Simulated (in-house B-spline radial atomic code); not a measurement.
## Ionising neutral tungsten with different functionals

Computed with a radial B-spline atomic code at the basis-set limit: four-component Dirac-Coulomb Hamiltonian, Fermi nucleus of rms radius 5.3658 fm, spin-restricted, spherical fractional occupations for the functionals. The ionisation energy is the difference of two self-consistent energies, [Xe] 4f14 5d4 6s2 → [Xe] 4f14 5d4 6s1, without Breit or QED terms; ε is the level of the shell that loses the electron (mean over j).

Hybrids are left out here: with spherical fractional occupations of an open shell their exact exchange keeps a self-interaction that integer-occupation calculations don't have.

| method | rung | ΔSCF (eV) | -ε(6s) (eV) |
| --- | --- | --- | --- |
| LDA VWN5 | LDA | 9.12 | 5.90 |
| relativistic LDA | LDA | 9.09 | 5.88 |
| LDA PW92 | LDA | 9.13 | 5.90 |
| LDA exchange-only | LDA | 8.12 | 4.94 |
| PBE | GGA | 8.89 | 5.72 |
| PBEsol | GGA | 8.93 | 5.75 |
| BLYP | GGA | ? | ? |
| RPBE | GGA | 8.79 | 5.65 |
| PW91 | GGA | 8.95 | 5.77 |
| BP86 | GGA | 9.06 | 5.87 |
| AM05 | GGA | ? | ? |
| OLYP | GGA | 8.53 | 5.40 |

Question: What does BLYP give?

Answer: ΔSCF 8.82 eV, and -ε(6s) = 5.60 eV.

Question: What does AM05 give?

Answer: ΔSCF 8.86 eV, and -ε(6s) = 5.68 eV.

Question: How do they compare with the NIST value?

Answer: NIST lists 7.864 eV (measured, ground level to ground level). Errors run from +0.26 to +1.26 eV. The correlated functionals all miss on the same side by more than they spread, so the cause is common to them (Breit-QED terms, spin polarisation, the choice among j levels, multiplet and fine-structure energies, or a listed next ion that isn't the cheapest removal here) and closeness doesn't rank the functionals.
